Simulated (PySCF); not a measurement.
**Mayer bond orders and bond lengths**

Compound: C4H11Al.
SMILES with atom numbers: `[CH3:1][C:2]([CH3:3])([CH3:4])[AlH2:5]` (hydrogens: H6, H7, H8 on C1; H9, H10, H11 on C3; H12, H13, H14 on C4; H15, H16 on Al5)

Structure used (PBE0-D3(BJ)/def2-SVP), in Å, numbered top down from 1:
```xyz
16
C4H11Al angstrom
C     -0.3602    1.1723   -0.8759
C     -0.0162   -0.0251    0.0217
C     -0.0807   -1.3096   -0.8097
C     -1.0112   -0.1003    1.1806
Al     1.8390    0.2809    0.6628
H     -1.3772    1.0591   -1.3000
H     -0.3539    2.1293   -0.3253
H      0.3316    1.2700   -1.7302
H      0.1442   -2.2086   -0.2109
H     -1.0950   -1.4509   -1.2310
H      0.6236   -1.2918   -1.6580
H     -0.8036   -0.9498    1.8523
H     -1.0007    0.8132    1.7977
H     -2.0442   -0.2293    0.8036
H      2.1377    0.7403    2.1622
H      3.0517    0.1183   -0.3628
```

Bond orders from the PBE0/pcSseg-1 density (PySCF). Geometry: PBE0-D3(BJ)/def2-SVP; no solvent, vibrations or thermal averaging.

(1) How far do the computed orders between heavy atoms stray from the drawn ones?

(2) Set the Mayer orders of the bonds beside their lengths.

(3) Sum the orders of all bonds at each heavy atom with more than one neighbour and set the sums beside the valence in the SMILES.

Results:

(1) The largest departure is 0.205, at C2–Al5 (drawn single, 0.795). Drawn single, order below 0.88: C2–Al5 (0.795).

(2) 
```csv
bond,drawn as,length (Å),Mayer order
C1–C2,single,1.535,1.006
C2–C3,single,1.531,1.005
C2–C4,single,1.529,1.001
C2–Al5,single,1.987,0.795
C1–H6,single,1.108,0.956
C1–H7,single,1.104,0.959
C1–H8,single,1.104,0.957
C3–H9,single,1.103,0.963
C3–H10,single,1.107,0.957
C3–H11,single,1.103,0.958
C4–H12,single,1.103,0.963
C4–H13,single,1.102,0.960
C4–H14,single,1.107,0.958
Al5–H15,single,1.596,0.905
Al5–H16,single,1.597,0.905
```

(3) C1 3.878 (drawn 4), C2 3.807 (drawn 4), C3 3.883 (drawn 4), C4 3.882 (drawn 4), Al5 2.605 (drawn 3). Orders between atoms that aren't bonded are not in these sums.

Mayer orders depend on the basis set.

The run behind these numbers computed NMR shieldings as well. The run took 14 s wall on one thread of an Arm Neoverse V1 (shared host).
